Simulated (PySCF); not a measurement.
Species: C₆H₁₄N (doublet state).
Geometry (GFN2-xTB, Å), atoms numbered from 1 in this order:
```
atom  x, y, z in Å
C1     1.868   -1.023   -0.807
C2     1.483   -0.194    0.412
C3     0.265    0.704    0.135
C4    -0.021    1.584    1.366
C5    -0.932   -0.091   -0.278
C6    -1.635   -0.990    0.680
N7    -1.715    0.432   -1.323
H8     2.147   -0.377   -1.637
H9     1.026   -1.638   -1.118
H10    2.709   -1.674   -0.581
H11    1.259   -0.858    1.249
H12    2.326    0.435    0.707
H13    0.524    1.370   -0.698
H14   -0.881    2.221    1.177
H15    0.838    2.213    1.590
H16   -0.231    0.963    2.233
H17   -2.309   -0.442    1.352
H18   -2.241   -1.721    0.143
H19   -0.917   -1.527    1.296
H20   -2.399   -0.222   -1.680
H21   -1.173    0.854   -2.065
```

The hyperfine couplings belong to this conformer and change with its torsions.

Identity: `CC[C@H](C)[C](C)N` [radical].

Method: UKS B3LYP, pcH-1 on C H N, non-relativistic, mean-field spin-orbit, GIAO (PySCF). Geometry: GFN2-xTB, one conformer, isolated molecule. The geometry wasn't refined by DFT: couplings that depend on bond lengths, twists or pyramidal angles can differ widely from those at the functional's own minimum. No stability test was run, so a lower SCF solution isn't excluded.

Principal values of hyperfine tensors in MHz (contact and dipolar terms together), for some of the nuclei:

```tsv
atom	isotope	A1	A2	A3
C5	13C	44.85	45.65	266.63
H17	1H	109.38	109.74	120.78
C4	13C	40.80	41.02	52.77
C2	13C	27.91	28.53	35.21
C3	13C	-21.94	-21.34	-16.84
H19	1H	14.25	15.71	28.98
C6	13C	-21.66	-20.72	-16.14
H21	1H	4.47	10.25	32.82
```

(1) Split each tensor into its isotropic and traceless parts, and turn a_iso into mT with g = 2.0027.

(2) What spin density at the nucleus of C5 lies behind its contact coupling (g_N = 1.40482)?

(3) H18 (1H, g_N = 5.58569) isn't in the table. Its spin density at the nucleus is 0.007269 bohr⁻³. What is its contact coupling?

(4) Which nucleus of the table has the largest anisotropic coupling, and what is its form?

(5) In a single crystal, with the field along each principal axis of the tensor of C4 in turn, what first-order splitting does this nucleus give (isotropic g, quadrupole terms neglected)?

Answers

(1) a_iso = (A1 + A2 + A3)/3, Ti = Ai − a_iso; 1 mT corresponds to 28.030 MHz.

| atom | a_iso (MHz) | a_iso (mT) | T1 | T2 | T3 |
| --- | --- | --- | --- | --- | --- |
| C5 | 119.05 | 4.247 | -74.19 | -73.39 | 147.59 |
| H17 | 113.30 | 4.042 | -3.92 | -3.56 | 7.48 |
| C4 | 44.86 | 1.601 | -4.07 | -3.85 | 7.91 |
| C2 | 30.55 | 1.090 | -2.64 | -2.02 | 4.66 |
| C3 | -20.04 | -0.715 | -1.90 | -1.30 | 3.20 |
| H19 | 19.65 | 0.701 | -5.40 | -3.94 | 9.34 |
| C6 | -19.51 | -0.696 | -2.15 | -1.21 | 3.36 |
| H21 | 15.85 | 0.565 | -11.37 | -5.60 | 16.98 |

(2) a_FC = 800.24 MHz bohr³ × g_N × ρ(0)/(2S). With a_FC = 119.05 MHz and 2S = 1, ρ(0) = 0.1059 bohr⁻³.

(3) By the same relation, a_FC = 32.5 MHz. Its full tensor has the principal values 27.41, 28.51, 41.55 MHz.

(4) C5: -74.2, -73.4, 147.6 MHz, axial, in the ratio −1:−1:+2, the form that spin in one p orbital centred on that nucleus gives.

(5) 2 lines (I = 1/2), spaced by |A_i|/(g × 13.996): 1.46, 1.46, 1.88 mT along the axes of A1, A2 and A3.
